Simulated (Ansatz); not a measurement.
Reaction (redistribution): `C[O][GeH2][AlH2]` + `F[Si]1(S)C[SiH2]1` → `C[O][GeH2][SH]` + `F[Si]1([AlH2])C[SiH2]1`

Calculated with Ansatz (gas phase, PBE0-D4/def2-TZVP geometries, no zero-point term in ΔE). CCSD(T)/CBS adds triple-zeta CCSD(T) − MP2 to the extrapolated MP2 energy (def2 sets, frozen cores). For Ge outer-core shells are correlated without core-valence functions, which leaves a few kJ/mol of doubt a bond. Scalar relativity is left out up to krypton. Each species was taken in one conformer, which may not be the lowest.

```csv
level,ΔE (kcal/mol)
MP2/def2-TZVPP,-8.1
CCSD/CBS(def2),-6.6
```

Q: What does CCSD(T)/CBS give? (An estimate is asked.)

A: Ansatz gave: -8.2 kcal/mol. The listed levels differ from it by 0.1, 1.6 kcal/mol.

Largest T1 diagnostic among the species: 0.015.

In def2-TZVPP, CCSD(T) changes the Hartree–Fock value by −7.0 kcal/mol (the triples alone add −1.7 kcal/mol) and MP2 by −6.1 kcal/mol. The D4 term adds −1.0 kcal/mol with B3LYP and −0.5 kcal/mol with PBE0; it sums over pairs of atoms, weighted by their polarisabilities, and B3LYP, whose exchange is more repulsive, gets the larger term. From PBE to PBE0 (25 % exact exchange), in def2-TZVPP and without D4, ΔE moves by +1.8 kcal/mol.

B3LYP here is the variant with VWN-RPA as its local correlation; programs differ in this.
